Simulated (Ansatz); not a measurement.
CHF2 (SMILES F[CH]F) moved off its minimum; all values from Ansatz (a program for electronic structure), cores frozen in correlated methods. Open shells are unrestricted.
(charge 0, multiplicity 2)
```xyz
4

F     -1.0379    -0.2726     0.0379
C      0.0608     0.6067     0.3329
F      1.0648    -0.3296    -0.1393
H      0.0493     1.3878    -0.0976
```

```tsv
level	largest force (eV/Å)	on atom	rms difference from CCSD(T)/cc-pVTZ (eV/Å)	dipole (D)
HF/def2-TZVPP	18.64	C2	0.651	2.76
PBE/def2-TZVPP	16.93	C2	0.366	1.98
r2SCAN/def2-TZVPP	17.15	C2	0.146	2.16
B3LYP/def2-TZVPP	17.03	C2	0.159	2.21
wB97M-V/def2-TZVPP	17.30	C2	0.050	2.20
MP2/cc-pVTZ	17.54	C2	0.065	2.27
CCSD(T)/cc-pVTZ	17.41	C2	0.000	2.21
```

The differences count from one level among others, with limits of its own. Forces at CCSD(T)/cc-pVTZ (eV/Å):

```tsv
atom	Fx	Fy	Fz
F1	1.068	3.124	1.352
C2	-0.087	-17.181	2.807
F3	-0.827	3.256	1.556
H4	-0.155	10.801	-5.715
```
